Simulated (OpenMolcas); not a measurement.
An atom or ion with 21 electrons was computed by SS-CASPT2, IPEA 0.25 Eh, imaginary shift 0.1 Eh with spin-orbit coupling (OpenMolcas, ANO-RCC-VTZP, DKH2). The lowest levels that the run gave, each within 12 % of the measured value where one is at hand:

```tsv
J	Parity	E (cm-1)	g
3/2	even	0.0	0.400
5/2	even	990	1.029
7/2	even	2290	1.238
9/2	even	3850	1.333
1/2	even	24340	2.644
3/2	even	24620	1.718
5/2	even	25870	1.599
7/2	even	26710	0.889
9/2	even	27930	1.104
3/2	even	34500	0.986
1/2	even	36270	0.692
9/2	even	36730	0.917
```

Q: Which ion is it, and what are the configurations and terms?

A: Ni⁷⁺ (Z = 28, charge +7; active space 3 electrons in 5 orbitals (3d)). J, parity and g give the terms where levels are pure, and mixed ones are named by the computed weights; the size of the splittings, set against known spectra of the 21-electron sequence, gives the charge. In order, with the measured energies in cm-1 (Corliss and Sugar, J. Phys. Chem. Ref. Data 10, 197 (1981)): 3d3 4F 3/2, 3d3 4F 5/2 (1012), 3d3 4F 7/2 (2184), 3d3 4F 9/2 (3721), 3d3 4P 1/2 (23261), 3d3 4P 3/2 (23710), 3d3 4P 5/2 (24669), 3d3 2G 7/2, 3d3 2G 9/2, 3d3 2D 3/2(1) [66 %], 3d3 2P 1/2, 3d3 2H 9/2.

Term energies are means over components that CASPT2 splits; among the terms shown or strongly mixed into the levels shown the widest spread is 790 cm-1 (3d3 2H). Terms from blocks run as CI alone lack orbitals of their own. The CASPT2 spread within a term exceeds the gap to the next term for 3d3 2D(1) and 3d3 2P, 3d3 2P and 3d3 2H, so the order of their levels is uncertain, and so are names and mixing where such terms share a J. Computed and measured levels are paired by configuration, term and J; levels that our copy of the source lacks, or whose pairing is in doubt (as where it misses far off the trend of its configuration), stay unpaired and out of the deviations. Only configurations of the active space appear.

A share in square brackets marks a mixed level and gives the weight of the term that names it. A number in round brackets counts repeated terms of one configuration in the order of the reference energies.
